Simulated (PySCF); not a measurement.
BrH₃O₃Ti, multiplicity 1. Atoms are numbered in the order given.

```xyz
8

Ti     0.0000     0.0000     0.7988
Br     0.0000     0.0000    -1.5997
O      1.6658     0.1924     1.3820
H      2.1448     0.9462     1.7489
O     -0.6663    -1.5388     1.3820
H     -0.2530    -2.3305     1.7489
O     -0.9995     1.3464     1.3820
H     -1.8918     1.3843     1.7489
```
Charge 0, spin multiplicity 1.

Geometry optimised at B3LYP-D3(BJ)/def2-SVP. The spin state was assumed, not searched. The structure was generated by enumeration; whether it is a known compound was not checked. One conformer was computed; it need not be the lowest.

Method: B3LYP-D3(BJ)/def2-SVP run with PySCF.

Frequencies are harmonic and unscaled.

Modes within 1.5 cm⁻¹ of each other (mostly degenerate sets) share a row, with their intensities summed.

```json
[
 {"mode": "1–2", "ν (cm⁻¹)": "137", "IR (km/mol)": "3.7", "moving atoms (share of kinetic energy)": "O 53 %, H 22 %, Ti 14 %, Br 11 %"},
 {"mode": "3", "ν (cm⁻¹)": "150", "IR (km/mol)": "70.9", "moving atoms (share of kinetic energy)": "H 48 %, O 33 %, Br 17 %"},
 {"mode": "4–5", "ν (cm⁻¹)": "198", "IR (km/mol)": "41.7", "moving atoms (share of kinetic energy)": "O 64 %, H 24 %, Ti 12 %"},
 {"mode": "6–7", "ν (cm⁻¹)": "257", "IR (km/mol)": "56.6", "moving atoms (share of kinetic energy)": "H 76 %, O 22 %"},
 {"mode": "8", "ν (cm⁻¹)": "261", "IR (km/mol)": "97.2", "moving atoms (share of kinetic energy)": "H 40 %, Br 26 %, O 24 %, Ti 10 %"},
 {"mode": "9", "ν (cm⁻¹)": "366", "IR (km/mol)": "251.8", "moving atoms (share of kinetic energy)": "Ti 41 %, H 27 %, O 20 %, Br 11 %"},
 {"mode": "10–11", "ν (cm⁻¹)": "444", "IR (km/mol)": "431.8", "moving atoms (share of kinetic energy)": "H 70 %, O 29 %"},
 {"mode": "12", "ν (cm⁻¹)": "454", "IR (km/mol)": "1.2", "moving atoms (share of kinetic energy)": "H 71 %, O 22 %"},
 {"mode": "13", "ν (cm⁻¹)": "768", "IR (km/mol)": "131.9", "moving atoms (share of kinetic energy)": "O 80 %, Ti 13 %"},
 {"mode": "14–15", "ν (cm⁻¹)": "821", "IR (km/mol)": "381.5", "moving atoms (share of kinetic energy)": "O 57 %, Ti 36 %"},
 {"mode": "16–17", "ν (cm⁻¹)": "3869", "IR (km/mol)": "581.6", "moving atoms (share of kinetic energy)": "H 94 %"},
 {"mode": "18", "ν (cm⁻¹)": "3876", "IR (km/mol)": "156.0", "moving atoms (share of kinetic energy)": "H 94 %"}
]
```
